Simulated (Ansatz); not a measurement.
Reaction (redistribution): `C#C[SiH](O)F` + `O[SiH](F)N[SiH2]F` → `O[Si@@H](F)N[Si@@H](O)F` + `C#C[SiH2]F`

Program: Ansatz. Geometries: PBE0-D4/def2-TZVP. ΔE: electronic, gas phase. CCSD(T)/CBS is the MP2 limit (def2-TZVPP, def2-QZVPP) plus CCSD(T) − MP2 in def2-TZVPP, frozen cores. This one scheme is used for every species. DFT in def2-TZVPP. B3LYP here is the variant with VWN-RPA as its local correlation; programs differ in this. One conformer a species, not always the lowest.

| level | ΔE (kJ/mol) | difference from CCSD(T)/CBS |
| --- | --- | --- |
| PBE-D4 | -7.2 | -0.6 |
| r2SCAN-D4 | -9.5 | -2.9 |
| PBE0-D4 | -7.9 | -1.3 |
| B3LYP-D4 | -8.8 | -2.2 |
| ωB97X-V | -8.2 | -1.6 |
| ωB97M-V | -8.2 | -1.6 |
| B2PLYP | -6.5 | 0.1 |
| PBE | -5.6 | 1.0 |
| r2SCAN | -9.1 | -2.5 |
| PBE0 | -6.5 | 0.1 |
| B3LYP | -6.1 | 0.5 |
| HF/def2-TZVPP | -6.2 | 0.4 |
| MP2/def2-TZVPP | -6.5 | 0.1 |
| SCS-MP2/def2-TZVPP | -6.0 | 0.6 |
| CCSD/def2-TZVPP | -7.0 | -0.4 |
| CCSD(T)/def2-TZVPP | -6.9 | -0.3 |
| HF/def2-QZVPP | -5.7 | 0.9 |
| MP2/def2-QZVPP | -6.1 | 0.5 |
| SCS-MP2/def2-QZVPP | -5.6 | 1.0 |
| HF/CBS(def2) | -5.6 | 1.0 |
| MP2/CBS(def2) | -6.2 | 0.4 |
| CCSD/CBS(def2) | -6.7 | -0.1 |
| CCSD(T)/CBS | -6.6 | 0 |

Largest T1 diagnostic among the species: 0.013.
